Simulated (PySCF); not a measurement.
## Atomic charges against the basis set

Species: CH7FO2Si2.
Structure used (PBE0-D3(BJ)/def2-SVP), in Å, numbered top down from 1:
```xyz
13
CH7FO2Si2 angstrom
C     -2.0186   -0.3995    0.1515
Si    -0.6238    0.8235    0.0446
O      0.1343    1.0907    1.4977
O      0.5079    0.1978   -1.0288
Si     2.0192   -0.3894   -0.7832
F      2.0163   -1.1036    0.6889
H     -2.8172   -0.0341    0.8152
H     -2.4513   -0.5766   -0.8455
H     -1.6602   -1.3653    0.5411
H     -1.0565    2.1551   -0.4438
H      0.5899    0.3329    1.8822
H      2.3251   -1.4297   -1.7936
H      3.0402    0.6865   -0.7359
```

PBE0 throughout (PySCF), one geometry, spherical d and f functions. Isolated species at its PBE0-D3(BJ)/def2-SVP geometry (one conformer only). Atoms taken as equivalent share a column and are averaged. The first 7 of 11 kinds of atom are listed.

Mulliken charges (e):

```csv
basis,functions,C1,Si2,O3,O4,Si5,F6,H7/H8/H9
STO-3G,45,-0.422,+0.882,-0.454,-0.536,+0.786,-0.270,+0.075
6-31G,76,-0.849,+1.249,-0.809,-0.943,+1.191,-0.486,+0.209
pcSseg-0,76,-1.248,+1.552,-0.847,-1.028,+1.252,-0.519,+0.267
6-31G*,106,-0.788,+0.964,-0.748,-0.682,+0.920,-0.430,+0.204
cc-pVDZ,127,-0.283,+0.664,-0.370,-0.515,+0.695,-0.346,+0.069
def2-SVP,127,-0.378,+0.815,-0.426,-0.587,+0.828,-0.376,+0.080
aug-cc-pVDZ,209,+0.482,+1.130,-0.736,-0.986,+0.387,-0.619,-0.252
"6-311+G(2d,p)",220,-0.808,+1.293,-0.689,-0.973,+1.095,-0.509,+0.173
def2-TZVP,240,-0.499,+0.564,-0.532,-0.407,+0.567,-0.351,+0.142
cc-pVTZ,286,-0.393,+0.523,-0.377,-0.353,+0.526,-0.320,+0.106
IGLO-III,298,-0.640,+1.199,-0.675,-0.700,+1.165,-0.516,+0.143
pcSseg-2,328,-0.277,+0.989,-0.540,-0.716,+1.066,-0.449,+0.052
```

IAO charges (e):

```json
{"basis": "STO-3G", "functions": "45", "C1": "-0.666", "Si2": "+1.100", "O3": "-0.582", "O4": "-0.703", "Si5": "+0.994", "F6": "-0.385", "H7/H8/H9": "+0.135"}
{"basis": "6-31G", "functions": "76", "C1": "-0.756", "Si2": "+1.176", "O3": "-0.753", "O4": "-0.813", "Si5": "+1.097", "F6": "-0.517", "H7/H8/H9": "+0.173"}
{"basis": "pcSseg-0", "functions": "76", "C1": "-0.765", "Si2": "+1.207", "O3": "-0.737", "O4": "-0.820", "Si5": "+1.111", "F6": "-0.506", "H7/H8/H9": "+0.170"}
{"basis": "6-31G*", "functions": "106", "C1": "-0.757", "Si2": "+1.302", "O3": "-0.777", "O4": "-0.869", "Si5": "+1.241", "F6": "-0.535", "H7/H8/H9": "+0.161"}
{"basis": "cc-pVDZ", "functions": "127", "C1": "-0.753", "Si2": "+1.291", "O3": "-0.773", "O4": "-0.861", "Si5": "+1.226", "F6": "-0.533", "H7/H8/H9": "+0.161"}
{"basis": "def2-SVP", "functions": "127", "C1": "-0.748", "Si2": "+1.304", "O3": "-0.771", "O4": "-0.863", "Si5": "+1.242", "F6": "-0.533", "H7/H8/H9": "+0.158"}
{"basis": "aug-cc-pVDZ", "functions": "209", "C1": "-0.766", "Si2": "+1.302", "O3": "-0.794", "O4": "-0.868", "Si5": "+1.237", "F6": "-0.544", "H7/H8/H9": "+0.165"}
{"basis": "6-311+G(2d,p)", "functions": "220", "C1": "-0.778", "Si2": "+1.334", "O3": "-0.803", "O4": "-0.885", "Si5": "+1.269", "F6": "-0.549", "H7/H8/H9": "+0.166"}
{"basis": "def2-TZVP", "functions": "240", "C1": "-0.782", "Si2": "+1.349", "O3": "-0.803", "O4": "-0.890", "Si5": "+1.283", "F6": "-0.550", "H7/H8/H9": "+0.166"}
{"basis": "cc-pVTZ", "functions": "286", "C1": "-0.779", "Si2": "+1.335", "O3": "-0.799", "O4": "-0.884", "Si5": "+1.270", "F6": "-0.547", "H7/H8/H9": "+0.166"}
{"basis": "IGLO-III", "functions": "298", "C1": "-0.781", "Si2": "+1.345", "O3": "-0.805", "O4": "-0.889", "Si5": "+1.279", "F6": "-0.550", "H7/H8/H9": "+0.166"}
{"basis": "pcSseg-2", "functions": "328", "C1": "-0.782", "Si2": "+1.346", "O3": "-0.805", "O4": "-0.889", "Si5": "+1.281", "F6": "-0.550", "H7/H8/H9": "+0.166"}
```

Some averages cover members that differ in this geometry, most widely: H7/H8/H9, Mulliken in aug-cc-pVDZ -0.291 to -0.222 e.

Which scheme is steadiest as the basis changes?

Largest range over the bases for any column: IAO 0.29 e, Mulliken 1.73 e. IAO charges move least and Mulliken charges most, counted in e. Without the minimal STO-3G basis the ranges are IAO 0.19, Mulliken 1.73 e.

How much do the charges still move between the two largest bases, IGLO-III and pcSseg-2?

At most, over all atoms: Mulliken 0.363 e, IAO 0.002 e.

What do the same runs give for the total energy, the frontier levels and the dipole moment?

```tsv
basis	energy (Eh)	HOMO (eV)	LUMO (eV)	μ (D)
STO-3G	-860.4393	-4.10	6.52	0.81
6-31G	-871.0096	-8.44	0.63	1.60
pcSseg-0	-869.8627	-8.56	0.87	1.41
6-31G*	-871.1965	-8.37	0.84	1.25
cc-pVDZ	-871.2363	-8.37	0.84	1.16
def2-SVP	-870.8382	-8.45	0.93	1.18
aug-cc-pVDZ	-871.2719	-8.52	-0.20	1.25
6-311+G(2d,p)	-871.3756	-8.60	-0.08	1.27
def2-TZVP	-871.4155	-8.57	0.34	1.22
cc-pVTZ	-871.3984	-8.52	0.50	1.17
IGLO-III	-871.4196	-8.57	0.42	1.22
pcSseg-2	-871.4283	-8.60	0.15	1.25
```

The dipole is fixed by the density alone, so its range of 0.79 D shows that the density itself changes with the basis, not only its division among atoms.
